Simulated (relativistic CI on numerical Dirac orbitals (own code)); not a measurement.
## How well does a small relativistic CI reproduce Cr4+?

Computed by Dirac-Coulomb-Breit CI, separate exchange-only KLI orbitals for each configuration, model QED (radiative potential, 1s self-energy scaled to tabulated hydrogen-like ionisation energies), valence Slater integrals scaled by 0.85, P86 correlation energy added to each configuration (own radial code, finite nucleus).

CI space (outside the closed core [Ne]): 3s2 3p6 3d2, 3s2 3p6 3d 4s, 3s2 3p6 3d 4p, 3s2 3p5 3d3, 3s2 3p6 3d 4d, 3s2 3p6 3d 5s, 3s2 3p6 3d 4f, 3s2 3p6 3d 5p, 3s2 3p6 4s2, 3s 3p6 3d3, 3s2 3p6 3d 5d, 3s2 3p6 4s 4p, 3s2 3p6 3d 5f, 3s2 3p6 3d 5g, 3s2 3p6 4p2. Double excitations out of closed p, d and f shells are left out; levels of such configurations are missing from the list, as are those of other unlisted configurations, and high levels can miss mixing partners.

```
Configuration  Term (tabulated)  J  Measured (cm⁻¹)  Computed  Error  Purity (%)
  3s2 3p6 3d2                3F  2              0.0         0      0         100
  3s2 3p6 3d2                3F  3            508.2       483    -26         100
  3s2 3p6 3d2                3F  4           1141.7      1086    -55         100
  3s2 3p6 3d2                1D  2          13188.0     13202     14          96
  3s2 3p6 3d2                3P  0          15491.8     15240   -251         100
  3s2 3p6 3d2                3P  1          15676.6     15413   -263         100
  3s2 3p6 3d2                3P  2          16041.0     15766   -275          96
  3s2 3p6 3d2                1G  4          22019.2     21203   -816         100
  3s2 3p6 3d2                1S  0          51146.4     51892    746         100
3s2 3p6 3d 4s                3D  1         167176.4    172572   5396         100
3s2 3p6 3d 4s                3D  2         167491.0    172875   5384          99
3s2 3p6 3d 4s                3D  3         168089.5    173447   5358         100
3s2 3p6 3d 4s                1D  2         171698.1    177072   5374          99
3s2 3p6 3d 4p               1D°  2         226119.8    231458   5338          93
3s2 3p6 3d 4p               3D°  1         228001.8    232877   4875          99
3s2 3p6 3d 4p               3D°  2         228489.1    233353   4863          95
3s2 3p6 3d 4p               3D°  3         229120.8    233949   4828          92
3s2 3p6 3d 4p               3F°  2         229551.7    234324   4772          91
3s2 3p6 3d 4p               3F°  3         230316.3    235035   4719          93
3s2 3p6 3d 4p               3F°  4         231392.9    236055   4662         100
3s2 3p6 3d 4p               3P°  1         234618.4    239246   4628          98
3s2 3p6 3d 4p               3P°  0         234668.5    239294   4625         100
3s2 3p6 3d 4p               3P°  2         234846.4    239475   4629          99
3s2 3p6 3d 4p               1F°  3         237529.5    241921   4391          99
3s2 3p6 3d 4p               1P°  1         239917.5    244123   4206          97
3s2 3p6 3d 4d                1F  3         316674.9    320252   3577          95
3s2 3p6 3d 4d                3D  1         317893.8    321228   3334          94
3s2 3p6 3d 4d                3D  2         318227.6    321520   3293         100
3s2 3p6 3d 4d                3D  3         318601.7    321886   3284          96
3s2 3p6 3d 4d                3G  3         319119.1    322301   3182          97
3s2 3p6 3d 4d                1P  1         319284.0    322942   3658          93
3s2 3p6 3d 4d                3G  4         319516.8    322679   3162         100
3s2 3p6 3d 4d                3G  5         320074.4    323215   3140         100
3s2 3p6 3d 4d                3S  1         322528.1    325568   3040          99
3s2 3p6 3d 4d                3F  2         325104.1    329602   4497          99
3s2 3p6 3d 4d                3F  3         325472.5    329956   4483         100
3s2 3p6 3d 4d                3F  4         325884.2    330351   4467         100
3s2 3p6 3d 4d                1D  2         329350.3    333227   3877          93
3s2 3p6 3d 4d                3P  0         330084.8    334162   4078          99
3s2 3p6 3d 4d                3P  1         330245.1    334317   4072          99
3s2 3p6 3d 4d                3P  2         330536.8    334580   4044          94
3s2 3p6 3d 4d                1G  4         331811.2    335402   3591          99
3s2 3p6 3d 5s                3D  1         356744.8    358512   1767         100
3s2 3p6 3d 5s                3D  2         356981.3    358750   1769          93
3s2 3p6 3d 5s                3D  3         357675.9    359407   1731         100
3s2 3p6 3d 5s                1D  2         358653.8    360484   1830          93
```

Measured levels from Sugar and Corliss, J. Phys. Chem. Ref. Data 6, 317 (1977); pairs were made by configuration, J and term (by order where the table uses no LS term), so strongly mixed levels may be paired wrongly. Some J values or terms of the table were assigned by a fit.

Mean error by configuration (cm⁻¹): 3s2 3p6 3d2 -116; 3s2 3p6 3d 4s 5378; 3s2 3p6 3d 4p 4711; 3s2 3p6 3d 4d 3693; 3s2 3p6 3d 5s 1775. Over the excited levels the mean absolute error is 3342 cm⁻¹ (45 of the 45 excited levels that our extract of the source holds in range could be paired), and the median relative error of those above 1,000 cm⁻¹ is 1.4 %.
